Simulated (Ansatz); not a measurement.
A run for Ansatz (a quantum-chemistry and plane-wave program): R-B3LYP/def2-TZVPP on O3W (SMILES [O]=[W](=[O])=[O]), atoms moved off the minimum. Elements past Kr take the def2 small-core potentials; no spin–orbit coupling.

Ansatz 0.2 input:
```yaml
crystal:
  periodic: [false, false, false]
  atoms:
    - {symbol: W, position_ang: [0.15838166, 0.05590565, 0.03426776]}
    - {symbol: O, position_ang: [1.28810919, -0.75744772, -0.87815278]}
    - {symbol: O, position_ang: [-0.67823675, -1.14319189, 1.24393431]}
    - {symbol: O, position_ang: [-0.99337255, 0.76602523, -1.00216043]}
basis:
  gaussian:
    orbitals: def2-TZVPP
hamiltonian:
  xc: {name: B3LYP}
scf: {lower_state_search: off}
output: {forces: true}
```

What total energy does the run end on?

-292.9504 hartree.
